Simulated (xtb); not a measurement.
1-bromocyclobutene (C4H5Br), SMILES BrC1=CCC1. All values are semi-empirical tight-binding results from xtb (GFN2-xTB unless named), good for trends rather than for accurate numbers. Coordinates come from a GFN2-xTB optimisation.

Optimised geometry:

```xyz
10

Br     0.0042     1.3516     0.0000
C     -0.0672    -0.5302     0.0000
C     -1.0557    -1.4195     0.0000
C     -0.1004    -2.5863     0.0000
C      1.0436    -1.5388     0.0000
H     -2.1268    -1.3607     0.0000
H     -0.1428    -3.2120    -0.8892
H     -0.1428    -3.2120     0.8892
H      1.6719    -1.5366    -0.8886
H      1.6719    -1.5366     0.8886
```

```json
{
 "point_group_as_xtb_finds_it": "Cs",
 "orbital_gap": "4.39 eV",
 "zero_point_energy": "47.5 kcal/mol",
 "G − E(el) at 298.15 K (modified RRHO)": "29.0 kcal/mol",
 "static polarisability (D4 model)": "64.1 bohr³",
 "solvation energy, GFN2-xTB/ALPB(water)": "-2.0 kcal/mol",
 "solvation energy, GFN2-xTB/ALPB(octanol)": "-4.8 kcal/mol"
}
```

Computed atomic charges and the Wiberg bond orders between heavy atoms:
charges (e) Br1 -0.17, C2 0.08, C3 -0.05, C4 -0.06, C5 -0.06, H6 0.05, H7 0.05, H8 0.05, H9 0.05, H10 0.05. Bond orders Br1–C2 0.99, C2–C3 1.84, C3–C4 1.01, C2–C5 1.01, C4–C5 0.99.
